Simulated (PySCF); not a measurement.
**SiW⁻: from constants to spectrum**

ROHF-CCSD(T) constants of SiW⁻, quartet, unpaired electrons σ ↑, δ ↑↑ (PySCF, scalar-relativistic core potentials, basis sets Si def2-TZVPPD, W def2-TZVPPD with ECP60; masses 27.9769 and 183.9509 u):

```
ωe              : 441.4 cm⁻¹
ωexe            : 1.52 cm⁻¹
Be              : 0.13597 cm⁻¹
αe              : 0.000561 cm⁻¹
D (centrifugal) : 5.16e-08 cm⁻¹
```

Task: Give the vibrational terms G(v) and spacings up to v = 6.

Result: G(v) = ωe(v+½) − ωexe(v+½)².

```tsv
v	G(v) (cm⁻¹)	G(v) − G(v−1)	Bv (cm⁻¹)
0	220		0.1357
1	659	438	0.1351
2	1094	435	0.1346
3	1526	432	0.1340
4	1956	429	0.1334
5	2382	426	0.1329
6	2805	423	0.1323
```

Correlated steps freeze 5 core orbitals. De is left out where the level can put another filling of the metal’s s and d shells below the measured ground configuration, by anything from nothing to about 1 eV. These are scalar-relativistic numbers at best; spin–orbit coupling would shift them, the dissociation energy most. The CCSD T1 diagnostic is raised, a sign that a single reference may not be enough here. With d or f electrons several states lie close, and the lowest PBE0 determinant need not be the measured ground state.
